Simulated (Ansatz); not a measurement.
Consider the ligand exchange at a Ge–F bond: `[F][Ge]([F])([SH])[Cl]` + HCl → `[F][Ge]([SH])([Cl])[Cl]` + H–F.

Program: Ansatz. Geometries: PBE0-D4/def2-TZVP. ΔE: electronic, gas phase. CBS: MP2 limit from def2 TZ/QZ plus the TZ coupled-cluster correction, frozen cores. This one scheme is used for every species. DFT in def2-TZVPP. B3LYP here is the variant with VWN-RPA as its local correlation; programs differ in this. For Ge outer-core shells are correlated without core-valence functions, which leaves a few kJ/mol of doubt a bond. Scalar relativity is left out up to krypton. Each species was taken in one conformer, which may not be the lowest.

```tsv
level	ΔE (kJ/mol)
B3LYP-D4	-8.2
CAM-B3LYP-D4	-1.8
ωB97M-V	-7.0
CCSD/def2-TZVPP	-4.5
```

(1) What does CCSD(T)/CBS give? (Best estimate.)

Largest T1 diagnostic among the species: 0.012.

## Answers

(1) The calculation gave: -11.8 kJ/mol. The listed levels differ from it by 3.6, 10.0, 4.8, 7.3 kJ/mol.

In def2-TZVPP, CCSD(T) changes the Hartree–Fock value by −8.2 kJ/mol (the triples alone add −1.7 kJ/mol) and MP2 by −14.8 kJ/mol. From BLYP to BHLYP (50 % exact exchange), in def2-TZVPP and without D4, ΔE moves by −3.5 kJ/mol.
